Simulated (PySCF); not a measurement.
C6H5F.

```xyz
12

C     -2.7632     0.6888    -0.8233
C     -1.7195     0.3248    -0.1263
C     -0.6475    -0.0393     0.5525
F     -0.7542    -0.3742     1.8619
C      0.6664    -0.1157     0.0121
C      1.7889    -0.1813    -0.4489
C      3.1321    -0.2590    -1.0040
H     -3.3740    -0.0421    -1.3690
H     -3.0732     1.7398    -0.8889
H      3.5483    -1.2748    -0.9012
H      3.1276    -0.0040    -2.0764
H      3.8162     0.4396    -0.4946
```
Charge 0, spin multiplicity 1.

Coordinates come from a B3LYP-D3(BJ)/def2-SVP optimisation. The structure was generated by enumeration, and PubChem lists no compound with its InChIKey, so it may never have been made.

Method: HF/pcSseg-1 run with PySCF. Non-relativistic, no solvent.

Computed absolute GIAO shielding of each atom: isotropic value and principal components (ppm):
```
atom  σ(iso)    σ11    σ22    σ33   span
----  ------  -----  -----  -----  -----
C1      95.1    1.1  106.7  177.4  176.3
C2     -35.5  -47.6  -39.4  -19.6   28.0
C3      61.6   -8.4   80.9  112.3  120.7
F4     374.3  354.6  354.6  413.9   59.3
C5     125.9   32.9   33.3  311.5  278.6
C6      82.1   16.7   26.3  203.3  186.6
C7     186.3  180.9  181.7  196.4   15.5
H8      25.8   23.9   24.3   29.3    5.4
H9      25.8   23.9   24.3   29.3    5.4
H10     29.4   24.3   27.5   36.5   12.2
H11     29.6   24.5   27.5   36.7   12.2
H12     29.4   24.3   27.5   36.5   12.2
```
